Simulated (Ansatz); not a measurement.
`C[BH][GeH3]` + NH₃ → `N[BH][GeH3]` + CH₄ at 500 K and 1 bar (ligand exchange at a B–C bond).

Computed with Ansatz on PBE0-D4/def2-TZVP structures; ΔE is electronic, products minus reactants. CCSD(T)/CBS is the MP2 limit (def2-TZVPP, def2-QZVPP) plus CCSD(T) − MP2 in def2-TZVPP, frozen cores. This one scheme is used for every species. For Ge outer-core shells are correlated without core-valence functions, which leaves a few kJ/mol of doubt a bond. Scalar relativity is left out up to krypton. Each species was taken in one conformer, which may not be the lowest.

| species | CCSD(T)/CBS energy (Eh) | H − E (kJ/mol) | S (J/(mol·K)) |
| --- | --- | --- | --- |
| `C[BH][GeH3]` | -2143.14307 | 227.9 | 385.0 |
| NH₃ | -56.50880 | 108.2 | 211.8 |
| `N[BH][GeH3]` | -2159.24602 | 204.2 | 361.4 |
| CH₄ | -40.46206 | 135.6 | 206.8 |

H − E and S are ideal-gas, rigid-rotor, harmonic terms from PBE0-D4/def2-TZVP, for one conformer and one mirror image of each species. 1 Eh = 2625.50 kJ/mol, R = 8.31446 J/(mol·K).

Question: By hand: ΔE, ΔH, ΔS and ΔG.

Answer: ΔE = (-2159.24602) + (-40.46206) − (-2143.14307) − (-56.50880) = -0.05621 Eh = -147.6 kJ/mol. Δ(H − E) = 204.2 + 135.6 − 227.9 − 108.2 = 3.7, so ΔH = -143.9 kJ/mol. ΔS = 361.4 + 206.8 − 385.0 − 211.8 = -28.6 J/(mol·K). ΔG = -143.9 − 500 × (-28.6)/1000 = -129.6 kJ/mol.

Question: By hand: the equilibrium constant, and the temperature at which ΔG would vanish if ΔH and ΔS stayed fixed.

Answer: log₁₀ K = −ΔG/(RT ln 10) = 13.5. ΔG = 0 at ΔH/ΔS = 5031 K, far beyond where these terms or the molecules hold.

ΔH outweighs TΔS. A doubt of 5 kJ/mol in ΔE shifts log₁₀ K by 0.5 here. Other conformers and mirror images would add mixing entropy, several J/(mol·K) or more a flexible species. Modes under 60 cm⁻¹, often nearly free rotors, make the harmonic entropy too high. These are equilibria of isolated gas molecules and say nothing of rates. Largest T1 diagnostic: 0.013 (customary marks: 0.02 for closed shells, 0.045 for open ones).
